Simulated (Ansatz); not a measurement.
A CCSD(T) single point on `[F][W]([F])([F])([F])([F])[Cl]`.

```yaml
crystal:
  periodic: [false, false, false]
  atoms:
    - {symbol: F, position_ang: [-1.045332, 0.750620, -1.304944]}
    - {symbol: W, position_ang: [0.033462, 0.013648, -0.015026]}
    - {symbol: F, position_ang: [0.744822, -1.128916, -1.263756]}
    - {symbol: F, position_ang: [1.332933, 1.241752, -0.462071]}
    - {symbol: F, position_ang: [-0.617050, 1.213360, 1.213112]}
    - {symbol: F, position_ang: [1.173020, -0.665673, 1.254118]}
    - {symbol: Cl, position_ang: [-1.560654, -1.492791, 0.532868]}
basis:
  gaussian: {orbitals: def2-TZVPP}
correlation: {method: ccsd_t}
output: {orbitals: {seedname: orbitals}}
```

```sh
$ ansatz run in.yaml --threads 4 --pin off --events-out ev --progress --plain --max-ram 11315MiB
```

The program prints (abridged):

```
Functional definition: HF
1685 factors; integrals over basis functions are off by at most 4.7e-4 eV
mean field evaluation 1: about -27840.8825 eV, gradient 8.1e1 eV
mean field evaluation 2: about -27841.1603 eV, gradient 8.2e1 eV
mean field evaluation 4: about -27852.2570 eV, gradient 4.4e0 eV
mean field evaluation 8: about -27852.3548 eV, gradient 5.5e-1 eV
mean field evaluation 16: about -27852.3563 eV, gradient 2.0e-6 eV
mean field -27852.35627049 eV, -1023.5552139355 hartree, gradient 2.0e-6 eV, S^2 0.000000; 0 other end points of the search recorded, 0 dependent functions left out
10 core orbitals not correlated: weight in the atoms' cores, before any rotation towards them, 1.000 or more for the frozen orbitals, at most 0.000 for the correlated occupied ones
reference -27852.35627049 eV, -1023.5552139355 hartree; 28, 28 occupied and 215, 215 virtual orbitals, 1685 factors
second order -53.01808112 eV of doubles, -0.00000000 eV of singles
cycle   1  -49.93903089 eV  change     3.1e0 eV  update   2.8e-1
cycle   2  -51.70564694 eV  change    -1.8e0 eV  update   1.7e-1
cycle   3  -52.08473211 eV  change   -3.8e-1 eV  update   4.7e-2
cycle   4  -52.05484509 eV  change    3.0e-2 eV  update   1.7e-2
cycle   5  -52.02509646 eV  change    3.0e-2 eV  update   4.8e-3
cycle   6  -52.02702855 eV  change   -1.9e-3 eV  update   1.8e-3
cycle   7  -52.02826039 eV  change   -1.2e-3 eV  update   6.4e-4
cycle   8  -52.02797152 eV  change    2.9e-4 eV  update   2.8e-4
cycle   9  -52.02784163 eV  change    1.3e-4 eV  update   8.7e-5
cycle  10  -52.02805061 eV  change   -2.1e-4 eV  update   5.0e-5
cycle  11  -52.02796771 eV  change    8.3e-5 eV  update   2.7e-5
cycle  12  -52.02790852 eV  change    5.9e-5 eV  update   1.1e-5
perturbative correction -2.30450321 eV, -0.0846889310 hartree
Total energy: -27906.68868223 eV, -1025.5518932390 hartree
```

It took 3.6 min on 4 threads of an AMD EPYC 9R45 on a shared host, with 7.4 GiB of host memory at the peak.

Correlation energy per correlated electron: -0.970 eV. T1 diagnostic: 0.0215.
